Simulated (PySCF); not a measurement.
Input of a run (PBE0-D3(BJ)/def2-SVP geometry optimisation, gas phase (PySCF 2.14.0)), started from GFN2-xTB:
```
{"job": {"xc": "PBE0", "basis": "def2-SVP", "d3": "d3bj", "grid": 1, "shake": 0.01, "kind": "geom"}, "charge": 0, "multiplicity": 1}
N     -2.356940    -1.234110    -0.010820
C     -1.471980    -0.519970    -0.006510
Si    -0.019650     0.638010     0.001840
C      1.500300    -0.513010    -0.026960
N      2.375240    -1.214900    -0.055640
H      0.005200     1.387080     1.266110
H      0.001780     1.427790    -1.217960
```

Output (energies in Eh, forces in Eh/bohr):
```
step   0  E = -475.79792145  max force = 0.095370
step   1  E = -475.80036698  max force = 0.023871
step   2  E = -475.80238121  max force = 0.008216
step   3  E = -475.80366032  max force = 0.005309
step   4  E = -475.80412114  max force = 0.004267
step   5  E = -475.80435207  max force = 0.001464
step   6  E = -475.80437361  max force = 0.000391
step   7  E = -475.80437604  max force = 0.000190
optimisation converged
```

**Question.** Summarise the run.

**Answer.** The energy falls by 4.1 kcal/mol over 8 energy and gradient evaluations, the largest force component goes from 0.0954 to 1.9e-04 Eh/bohr, and the atoms move by 0.048 Å rms after alignment. The bond that changes most is Si3–C4 (SiH2 silicon to cyano carbon), which shortens by 0.057 Å. Bonds longer at the end by more than 0.005 Å: 4 of 6; shorter: 2. Among the angles that change most is H6–Si3–H7, from 116.4° to 113.1°. The energy never rose by more than 1e-6 Eh on the way. The first step brought 38 % of the lowering.

**Question.** What are the final bond lengths?

**Answer.** N1≡C2 1.159 Å, C2–Si3 1.850 Å, Si3–C4 1.850 Å, C4≡N5 1.159 Å, Si3–H6 1.482 Å, Si3–H7 1.482 Å. Numbering counts from 1 in the input's order; the species is `N#C[SiH2]C#N`.

The run used 84 basis functions and 61 SCF cycles in all. Time: 14 s of wall time; peak memory 0.34 GiB. Hardware: one thread of an Arm Neoverse V2, on a shared host.

No PBE0-D3(BJ)/def2-SVP frequencies stand behind this structure, so it isn't proved a minimum.
